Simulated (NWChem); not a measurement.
# TiNHClF; SMILES [NH]=[Ti]([F])[Cl]

```xyz
5

Ti    -0.0233    -0.3554     0.1418
N     -1.4224    -1.0280    -0.4586
H     -2.1872    -1.4921    -0.9663
F      1.4134    -1.3412    -0.2092
Cl     0.0688     1.8812     0.0332
```
Atoms are numbered in this order, from 1.

Level: PBE-D3(BJ)/def2-SVP (NWChem), optimised geometry, unscaled harmonic frequencies. 

Q: List the harmonic frequencies with IR intensities, and the thermochemistry.

A: 
```csv
frequency (cm⁻¹),IR intensity (km/mol)
87,25.7
158,4.1
229,9.2
379,152.1
437,85.5
601,184.6
743,148.3
1029,120.8
3495,100.8
```

| Property | Value |
|---|---|
| zero-point energy | 10.2 kcal/mol |
| thermal correction to the enthalpy at 298.15 K (with zero-point energy) | 14.4 kcal/mol |
| heat capacity Cv | 16.6 cal/(mol K) |
| entropy at 298.15 K and 1 atm (symmetry number 1) | 77.5 cal/(mol K) |
| dipole moment | 2.52 D |

Rigid rotor and harmonic oscillator; modes under 100 cm⁻¹ make the entropy uncertain.
